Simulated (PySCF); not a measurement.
Orbital picture of SmN

LC-ωPBE at R = 1.755 Å; PySCF, spin-free X2C with a Gaussian nucleus, basis sets Sm x2c-TZVPall, N x2c-TZVPall. State: sextet, about 5.6 electrons in the 4f shell (Mulliken), real f orbitals that mix terms. Only the outer orbitals are listed, counted within each symmetry.

```json
{"spin": "α", "orbital": "7π", "occ.": "1", "ε (eV)": "-9.17", "on Sm (%)": "84", "main shells (%)": "83 Sm f, 16 N p"}
{"spin": "α", "orbital": "7π", "occ.": "1", "ε (eV)": "-9.17", "on Sm (%)": "84", "main shells (%)": "83 Sm f, 16 N p"}
{"spin": "α", "orbital": "3δ", "occ.": "1", "ε (eV)": "-8.54", "on Sm (%)": "100", "main shells (%)": "100 Sm f"}
{"spin": "α", "orbital": "1φ", "occ.": "1", "ε (eV)": "-8.09", "on Sm (%)": "99", "main shells (%)": "98 Sm f"}
{"spin": "α", "orbital": "1φ", "occ.": "1", "ε (eV)": "-8.09", "on Sm (%)": "99", "main shells (%)": "98 Sm f"}
{"spin": "α", "orbital": "14σ", "occ.": "1", "ε (eV)": "-7.53", "on Sm (%)": "68", "main shells (%)": "47 Sm f, 28 N p, 12 Sm d"}
{"spin": "α", "orbital": "8π", "occ.": "1", "ε (eV)": "-7.05", "on Sm (%)": "54", "main shells (%)": "46 N p, 36 Sm d, 16 Sm f"}
{"spin": "α", "orbital": "8π", "occ.": "1", "ε (eV)": "-7.05", "on Sm (%)": "54", "main shells (%)": "46 N p, 36 Sm d, 16 Sm f"}
{"spin": "α", "orbital": "15σ", "occ.": "0", "ε (eV)": "-0.26", "on Sm (%)": "97", "main shells (%)": "69 Sm s, 27 Sm p"}
{"spin": "α", "orbital": "9π", "occ.": "0", "ε (eV)": "0.94", "on Sm (%)": "99", "main shells (%)": "85 Sm p, 14 Sm d"}
{"spin": "α", "orbital": "9π", "occ.": "0", "ε (eV)": "0.94", "on Sm (%)": "99", "main shells (%)": "85 Sm p, 14 Sm d"}
{"spin": "β", "orbital": "7π", "occ.": "1", "ε (eV)": "-7.85", "on Sm (%)": "27", "main shells (%)": "72 N p, 22 Sm d"}
{"spin": "β", "orbital": "7π", "occ.": "1", "ε (eV)": "-7.85", "on Sm (%)": "27", "main shells (%)": "72 N p, 22 Sm d"}
{"spin": "β", "orbital": "14σ", "occ.": "1", "ε (eV)": "-7.10", "on Sm (%)": "41", "main shells (%)": "55 N p, 25 Sm d, 9 Sm p"}
{"spin": "β", "orbital": "15σ", "occ.": "0", "ε (eV)": "-0.18", "on Sm (%)": "98", "main shells (%)": "72 Sm s, 24 Sm p"}
{"spin": "β", "orbital": "8π", "occ.": "0", "ε (eV)": "0.99", "on Sm (%)": "99", "main shells (%)": "84 Sm p, 16 Sm d"}
{"spin": "β", "orbital": "8π", "occ.": "0", "ε (eV)": "0.99", "on Sm (%)": "99", "main shells (%)": "84 Sm p, 16 Sm d"}
```

Task: Which are the highest filled and the lowest empty level, where do they sit, and how wide is the gap?

Result: Highest filled α 8π at -7.05 eV (in %: 46 N p, 36 Sm d, 16 Sm f); lowest empty α 15σ at -0.26 eV (in %: 69 Sm s, 27 Sm p); the gap at LC-ωPBE is 6.79 eV.

```json
{
 "bond order (Mayer)": "2.86",
 "⟨S²⟩": "9.044",
 "charge on Sm (Mulliken, basis-dependent)": "0.57",
 "charge on Sm (Löwdin, basis-dependent)": "0.48",
 "dipole moment (positive dipole means Sm(−)N(+))": "-8.18 D"
}
```

Spin–orbit coupling is left out. The state is the lowest single determinant that the PBE0 search found; with open d or f shells the true ground state can be another one.
